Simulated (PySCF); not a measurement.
Fill in the blanks.

Compound: C₆H₁₂ClFO.
InChI=1S/C6H12ClFO/c1-3-5(4-9-2)6(7)8/h5-6H,3-4H2,1-2H3/t5-,6-/m0/s1

Conformer (atom-mapped SMILES and torsion angles): `[CH3:1][CH2:2][C@@H:3]([CH2:4][O:5][CH3:6])[C@H:7]([F:8])[Cl:9]`: C1–C2–C3–C4 69°, C2–C3–C4–O5 -178°, C3–C4–O5–C6 -177°, C2–C3–C7–F8 59°.

```csv
property,level,value
point group,PBE0-D3(BJ)/def2-SVP,?
"rotational constants A, B, C",PBE0-D3(BJ)/def2-SVP,"1.295, 1.027, 0.717 GHz"
dipole moment,CAM-B3LYP/def2-SVPD,2.95 D
HOMO energy,CAM-B3LYP/def2-SVPD,?
LUMO energy,CAM-B3LYP/def2-SVPD,1.15 eV
lowest singlet excitation,TDDFT CAM-B3LYP/def2-SVPD,?
strongest line among the 10 lowest singlet transitions,TDDFT CAM-B3LYP/def2-SVPD,"S7 at 8.54 eV (145 nm, f = 0.026)"
lowest triplet excitation (Tamm–Dancoff),TDA CAM-B3LYP/def2-SVPD,6.78 eV
static isotropic polarisability,CAM-B3LYP/def2-SVPD,93.0 au
vertical ionisation energy,ΔSCF CAM-B3LYP/def2-SVPD,?
electronic spatial extent ⟨r²⟩ about the centre of nuclear charge,CAM-B3LYP/def2-SVPD,1737 bohr²
13C chemical shifts (computed TMS as zero) by class,GIAO B3LYP/pcSseg-1,"113.7 (1 C), 74.1 (1 C), 60.3 (1 C), 51.0 (1 C), 18.9 (1 C), 13.8 (1 C) ppm"
1H chemical shifts (computed TMS as zero) by class,GIAO B3LYP/pcSseg-1,"6.44 (1 H), 3.33 (1 H), 3.33 (3 H), 2.90 (1 H), 1.84 (1 H), 1.64 (1 H), 1.23 (1 H), 0.94 (3 H) ppm"
"isotropic shieldings of nuclei other than C and H, by class",GIAO B3LYP/pcSseg-1,"312 (1 O), 332 (1 F), 753 (1 Cl) ppm"
```

Electronic properties: PySCF, gas phase, density fitting. The structure is a single PBE0-D3(BJ)/def2-SVP conformer in the gas phase; no vibrational or solvent corrections. NMR classes are plain means over equivalent atoms (diastereotopic ones count apart unless rotation or inversion swaps them), as if these changed places fast; in this geometry the members of some classes differ.

Q: Give the HOMO energy.

A: -9.27 eV.

Q: The point group?

A: C1.

Q: Give the lowest singlet excitation.

A: 7.35 eV (169 nm, f = 0.023).

Q: What is the vertical ionisation energy?

A: 10.09 eV.

The rotational constants make it an asymmetric top with κ = (2B − A − C)/(A − C) = 0.07, midway between the prolate (−1) and oblate (+1) limits. The ΔSCF ionisation energy exceeds −ε(HOMO) by 0.82 eV with CAM-B3LYP. The principal polarisabilities are 83.7, 95.8 and 99.5 au; their mean is the isotropic value.
